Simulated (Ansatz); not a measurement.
FH3OSiZn, SMILES [F][Zn][O][SiH3].

Geometry: r2SCAN-D4/def2-SVP. The structure was generated by enumeration; whether it is a known compound was not checked. One conformer was computed; it need not be the lowest.

Two levels are set side by side: PBE/def2-SVPD (Ansatz, a first-principles code) and PBE0/def2-SVPD (Ansatz). Energy differences of separate SCF runs at the same geometry; the states with an electron removed or added have multiplicity 2 and 2. Differences are taken from unrounded values.

```tsv
quantity	PBE0
vertical ionisation energy (eV)	10.79
vertical singlet–triplet gap (eV)	5.46
```

Problem. What does PBE give, and how far is it from PBE0? (Estimate from the structure and the level; the computed values follow.)

Solution. 
```json
[
 {"quantity": "vertical ionisation energy (eV)", "PBE": "10.34", "PBE minus PBE0": "-0.45"},
 {"quantity": "vertical singlet–triplet gap (eV)", "PBE": "4.87", "PBE minus PBE0": "-0.59"}
]
```
